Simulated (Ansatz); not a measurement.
Consider the formal exchange of groups at a W–O bond: `[O]=[W](=[O])([OH])[OH]` + CH₄ → `[CH3][W](=[O])(=[O])[OH]` + H₂O.

Calculated with Ansatz (gas phase, PBE0-D4/def2-TZVP geometries, no zero-point term in ΔE). CCSD(T)/CBS is the MP2 limit (def2-TZVPP, def2-QZVPP) plus CCSD(T) − MP2 in def2-TZVPP, frozen cores. This one scheme is used for every species. Functionals use def2-TZVPP. HSE06 is defined as in plane-wave codes. Elements past krypton have def2 core potentials. For W outer-core shells are correlated without core-valence functions, which leaves a few kJ/mol of doubt a bond. One conformer a species, not always the lowest.

CCSD(T)/CBS gives +24.2 kcal/mol.

Q: Another level gave +26.2 kcal/mol. Which?
A. r2SCAN/def2-TZVPP
B. CCSD/def2-TZVPP
C. HSE06/def2-TZVPP
D. BHLYP-D4/def2-TZVPP

A: C. HSE06 26.2, r2SCAN 28.5, CCSD/def2-TZVPP 24.9, BHLYP-D4 27.3 kcal/mol.

Largest T1 diagnostic among the species: 0.023, so the coupled-cluster value is less sure than usual.

From BLYP to BHLYP (50 % exact exchange), in def2-TZVPP and without D4, ΔE moves by −0.9 kcal/mol. Leaving LDA and LC-ωPBE aside and taking each functional with its dispersion term where it has one, the values, not all of them listed here, spread over 3.4 kcal/mol, from HSE06-D4 to B97M-V. In def2-TZVPP, CCSD(T) changes the Hartree–Fock value by −3.7 kcal/mol (the triples alone add +0.1 kcal/mol) and MP2 by −3.5 kcal/mol.
